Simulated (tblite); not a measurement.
Task: Give a GFN2-xTB geometry of `C#C[Si]1[SiH2]NC[C@@H]1C` [radical]. (Doublet state.)

Result: 
```
atom  x, y, z in Å
C1     1.9658    3.1599   -1.2208
C2     1.3379    2.3081   -0.6392
Si3    0.4781    1.0697    0.4279
Si4   -1.8188    0.9628    0.4194
N5    -1.6966   -0.5988   -0.3040
C6    -0.5609   -0.9280   -1.1478
C7     0.7518   -0.6522   -0.4124
C8     1.0290   -1.7457    0.6134
H9     2.4940    3.8906   -1.7640
H10   -2.6375    1.9133   -0.3553
H11   -2.4677    0.7594    1.7187
H12   -2.5337   -1.0861   -0.5783
H13   -0.5794   -0.3503   -2.0872
H14   -0.6242   -1.9891   -1.4174
H15    1.5633   -0.6397   -1.1449
H16    1.9382   -1.5300    1.1717
H17    1.1511   -2.7149    0.1280
H18    0.2010   -1.8226    1.3158
```

Orientation and origin are arbitrary. Atoms count from 1 in this order. The 5-membered ring Si3–Si4–N5–C6–C7 has internal angles of 88.4° to 120.3° (sum 519°, against 540° for a flat polygon); it is puckered, 0.19 Å rms from its mean plane, widest ring torsion 54°. Si3 (silicon bonded to 2 C and Si) is pyramidal (angles 119.6°, 106.3° and 95.6°, sum 321.5°, 0.73 Å off the plane of its three neighbours). Of the pairs four or more bonds apart, N5···H18 is among the closest relative to their van der Waals radii: 2.78 Å, 101 % of the sum of Bondi's values. The C–C distances run from 1.208 Å (C1≡C2, drawn triple) to 1.530 Å (C6–C7, drawn single), a spread of 0.322 Å.

Bonds between heavy atoms (Å): C1≡C2 1.208, C2–Si3 1.847, Si3–Si4 2.299, Si4–N5 1.725, N5–C6 1.453, C6–C7 1.530, C7–C8 1.525, Si3–C7 1.935.

The geometry is computed with GFN2-xTB (gas phase). This method treats the open shell by occupation alone, without spin polarisation.

Point group: C1 (no symmetry element, even within 0.4 Å). Its GFN2-xTB frequencies are all real (lowest 42 cm⁻¹). Torsions: C2–Si3–Si4–N5 113°, Si3–Si4–N5–C6 -29°, Si4–N5–C6–C7 54°, N5–C6–C7–C8 76°. 3 starts were optimised and ended at 0.00, 0.27 and 1.83 kcal/mol (GFN2-xTB); the lowest of these is shown.

Time: 1.1 s wall. Hardware: one thread, Arm Neoverse V2 (aarch64), shared host. These figures are those of the optimisation.

One conformer stands for the species.
